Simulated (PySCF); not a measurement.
Si(H)(F)(OH)(NMe2) (C2H8FNOSi), SMILES O[SiH](F)N(C)C. Heavy atoms are numbered as in [SiH:1]([OH:2])([F:3])[N:4]([CH3:5])[CH3:6]. Hydrogens are named by the atom that carries them.

The structure is a stationary point at PBE0-D3(BJ)/def2-SVP. The values are those of a single conformer.

All values below come from PBE0/pcSseg-1 run with PySCF.

GIAO shieldings, no solvent; atoms alike by connectivity are averaged. δ = σ(ref) − σ: ²⁹Si against TMS (σ = 352.7 ppm); ¹⁷O against H2O (σ = 334.2 ppm); ¹⁹F against CFCl3 (σ = 167.2 ppm); ¹⁵N against NH3 (σ = 267.4 ppm); ¹³C against TMS (σ = 186.3 ppm); ¹H against TMS (σ = 31.56 ppm), references at their B3LYP-D3(BJ)/def2-TZVP geometries, non-relativistic.

| nucleus | atoms | count | δ (ppm) |
|---|---|---|---|
| ²⁹Si | Si1 (SiH) | 1 | -41.1 |
| ¹⁷O | O2 (OH) | 1 | 59.8 |
| ¹⁹F | F3 | 1 | -160.0 |
| ¹⁵N | N4 | 1 | 35.4 |
| ¹³C | C5 (CH3) | 2 | 37.9 |
| ¹H | H on Si1 | 1 | 4.81 |
| ¹H | H on C5 | 6 | 2.80 |
| ¹H | H on O2 | 1 | 1.85 |
